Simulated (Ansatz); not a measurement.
Total energies of the cluster KBr₂ (the lowest doublet isomer of a short search) from Ansatz at PBE0-D4/def2-TZVP, gas phase (1 Eh = 27.2114 eV = 2625.5 kJ/mol). The reference geometry is relaxed at PBE-D4/def2-TZVP.

Cartesian coordinates in Å:
```
K -0.558 -0.958 -1.372
Br 1.534 -0.310 0.727
Br -0.976 1.269 0.645
```

```json
{"state": "charge 0 doublet", "geometry": "reference", "energy (Eh)": "-5747.55649"}
{"state": "charge 1 singlet", "geometry": "reference", "energy (Eh)": "-5747.23706"}
{"state": "charge 1 singlet", "geometry": "relaxed at PBE-D4/def2-TZVP", "energy (Eh)": "-5747.29936"}
{"state": "charge 0 quartet", "geometry": "relaxed at PBE-D4/def2-TZVP", "energy (Eh)": "-5747.39216"}
{"state": "free K atom (doublet)", "geometry": "–", "energy (Eh)": "-599.73886"}
{"state": "free Br atom (doublet)", "geometry": "–", "energy (Eh)": "-2573.81189"}
```

Q: Work out the vertical ionisation energy to the singlet.

A: E(charge 1 singlet) − E(charge 0 doublet) = -5747.23706 − (-5747.55649) = 0.31943 Eh = 8.69 eV. For comparison, −ε of the highest occupied level of the spin that leaves is 6.49 eV at this level, 2.20 eV less.

Q: How much does the charge 1 singlet relax, and what is the adiabatic ionisation energy?

A: Relaxation: -5747.23706 − (-5747.29936) = 0.06230 Eh = 1.70 eV. Adiabatic ionisation energy: 0.25713 Eh = 7.00 eV, without zero-point energy. In the charge 1 singlet, Br2 and Br3 lie 2.32 Å apart (atoms count from 1), so these atoms are partly bonded to each other.

Q: Which of the charge 0 states is lowest, and how far above it are the others?

A: The doublet. quartet: -5747.39216 − (-5747.55649) = 0.16433 Eh = 431.4 kJ/mol. The quartet differs in its bonds from the reference.

Q: What is the binding energy per atom against free atoms?

A: Atoms: 1 × (-599.73886) + 2 × (-2573.81189) = -5747.36264 Eh. Binding: -5747.36264 − (-5747.55649) = 0.19385 Eh = 5.27 eV, or 1.76 eV for each of 3 atoms (no zero-point energy, no counterpoise term).

The restricted singlet is unstable towards broken spin symmetry in Hartree–Fock (as tested in another run); at PBE0-D4/def2-TZVP this wasn't settled. 

The structure comes from a short search, and lower isomers may exist.
